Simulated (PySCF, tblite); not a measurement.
Isomers of C5H11ClO2S, one GFN2-xTB conformer each. Single-point energies are computed at PBE0/pcSseg-1 (PySCF, gas phase, no added dispersion term), electronic only.

```tsv
SMILES	GFN2-xTB relative energy (kcal/mol)
CC(C)CCS(=O)(=O)Cl	0.9
CC[C@H](C)CS(=O)(=O)Cl	0.0
```

Conformers: `[CH3:1][CH:2]([CH3:3])[CH2:4][CH2:5][S:6](=[O:7])(=[O:8])[Cl:9]` with C1–C2–C4–C5 173°, C2–C4–C5–S6 -169°, C4–C5–S6–O7 48°; `[CH3:1][CH2:2][C@H:3]([CH3:4])[CH2:5][S:6](=[O:7])(=[O:8])[Cl:9]` with C1–C2–C3–C4 -173°, C2–C3–C5–S6 -178°, C3–C5–S6–O7 42°.

Problem. What does PBE0/pcSseg-1 give for the same structures?

Solution. 
```json
{"SMILES": "CC(C)CCS(=O)(=O)Cl", "PBE0/pcSseg-1 E (Eh)": "-1205.17805", "PBE0/pcSseg-1 (kcal/mol)": "0.0", "GFN2-xTB (kcal/mol)": "0.9", "point group": "C1"}
{"SMILES": "CC[C@H](C)CS(=O)(=O)Cl", "PBE0/pcSseg-1 E (Eh)": "-1205.17568", "PBE0/pcSseg-1 (kcal/mol)": "1.5", "GFN2-xTB (kcal/mol)": "0.0", "point group": "C1"}
```

GFN2-xTB puts CC[C@H](C)CS(=O)(=O)Cl lowest instead. Neighbours under 2.5 kcal/mol apart (CC(C)CCS(=O)(=O)Cl and CC[C@H](C)CS(=O)(=O)Cl) can change places with a better method, another conformer or zero-point energy.

Problem. Which frontier levels, dipoles and rotational constants go with these structures?

Solution. 
```
                SMILES  HOMO (eV, PBE0/pcSseg-1)  LUMO (eV)  dipole (D)       A, B, C (MHz)
    CC(C)CCS(=O)(=O)Cl                     -8.98      -1.34        4.67  2069, 597.5, 576.4
CC[C@H](C)CS(=O)(=O)Cl                     -8.97      -1.30        4.56  1936, 720.7, 601.2
```

Problem. What happens when harmonic zero-point energies from GFN2-xTB frequencies are added?

Solution. 
```tsv
SMILES	ZPE (kcal/mol)	electronic (kcal/mol)	with ZPE (kcal/mol)
CC(C)CCS(=O)(=O)Cl	99.9	0.0	0.0
CC[C@H](C)CS(=O)(=O)Cl	100.0	1.5	1.6
```

The zero-point energies span 0.1 kcal/mol. The order is unchanged.
